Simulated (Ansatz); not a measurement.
C₃H₈Si, SMILES C1C[SiH2]C1 (connectivity only; charge and spin as stated), charge +1, multiplicity 2.

Geometry: B3LYP-D3(BJ)/def2-SVP. A frequency run showed that this geometry is not a minimum. The spin state was assumed, not searched.

Two levels are set side by side: PBE/def2-SVPD (Ansatz, a program for electronic structure) and CAM-B3LYP/def2-SVPD (Ansatz). Energy differences of separate SCF runs at the same geometry; the states with an electron removed or added have multiplicity 1 and 1. Differences are taken from unrounded values.

```csv
quantity,CAM-B3LYP,PBE,PBE minus CAM-B3LYP
vertical ionisation energy (eV),15.38,15.16,-0.23
vertical electron affinity (eV),8.04,7.92,-0.12
```

On these quantities the two levels nearly agree.
